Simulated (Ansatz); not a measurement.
Input file for Ansatz (a program for electronic structure): R-wB97X-V/def2-TZVPP on H5NSiSn (SMILES [NH2][Sn][SiH3]), a point of a torsion scan. Elements past Kr take the def2 small-core potentials; no spin–orbit coupling.

Ansatz 0.2 input:
```yaml
crystal:
  periodic: [false, false, false]
  atoms:
    - {symbol: N, position_ang: [1.92664956, -0.13606848, 0.12343461]}
    - {symbol: Sn, position_ang: [0.61399008, -0.06663015, 1.66310022]}
    - {symbol: Si, position_ang: [-1.43603218, 0.06380635, 0.05352337]}
    - {symbol: H, position_ang: [2.92867246, -0.18748238, 0.23468749]}
    - {symbol: H, position_ang: [1.73935692, -0.12716182, -0.86810625]}
    - {symbol: H, position_ang: [-1.35731438, -0.79136139, -1.14517334]}
    - {symbol: H, position_ang: [-2.74587146, -0.29758426, 0.62874121]}
    - {symbol: H, position_ang: [-1.69348004, 1.40212398, -0.51294962]}
basis:
  gaussian:
    orbitals: def2-TZVPP
hamiltonian:
  xc: {name: wB97X-V}
scf: {lower_state_search: off}
```

The head of its log:

```
WARN ansatz: RAYON_NUM_THREADS=1 ignored (pool sized by the plan → 1); use --threads N
Functional definition: wB97X-V
these checks for a lower state are left out or cut short: stability, starts, cluster_reference, orbital_swaps, neighbouring_geometries, increment
integrals: 0.15 GiB planned
1173 factors; their error is unknown
integrals: 0.18 GiB planned
274 factors; integrals over basis functions are off by at most 1.1e-5 eV
mean field: 1.15 GiB planned
mean field evaluation 1: about -15273.5135 eV, gradient 5.3e1 eV
mean field evaluation 2: about -15268.2847 eV, gradient 7.0e1 eV
```

Task: Give the final energy of this run.

Result: -561.5024 hartree.
